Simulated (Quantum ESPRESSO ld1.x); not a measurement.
Problem. These are the eigenvalues of the occupied orbitals of an atom or ion with whole-number occupations (hartree). All-electron calculation, Dirac Kohn-Sham, BLYP, spin-unpolarised, spherical densities, point nucleus. Program: ld1.x of Quantum ESPRESSO 7.5.

1s1/2: -2397.8692
2s1/2: -411.0708
2p1/2: -392.6580
2p3/2: -348.8399
3s1/2: -94.8084
3p1/2: -86.6510
3p3/2: -77.2608
3d3/2: -63.4617
3d5/2: -61.4137
4s1/2: -20.2927
4p1/2: -16.9523
4p3/2: -14.8028
4d3/2: -9.3159
4d5/2: -8.9224
5s1/2: -3.9505
5p1/2: -2.9898
5p3/2: -2.6891
4f5/2: -2.1533
4f7/2: -2.0888

Which element is it, and in what charge state? The configuration may be excited. Open shells, if any, fill j = l - 1/2 first.

Solution. Z = 72, hafnium, charge +4: Hf4+ in [Xe] 4f14. The list shows which subshells hold electrons but not how many an open one holds; the 1s level, -2397.9 hartree, gives Z - s = 69.3 by -(Z - s)^2/2, which with screening and relativity narrows Z to a few neighbours, and the depths of the outer levels then fix element, charge and occupations together.
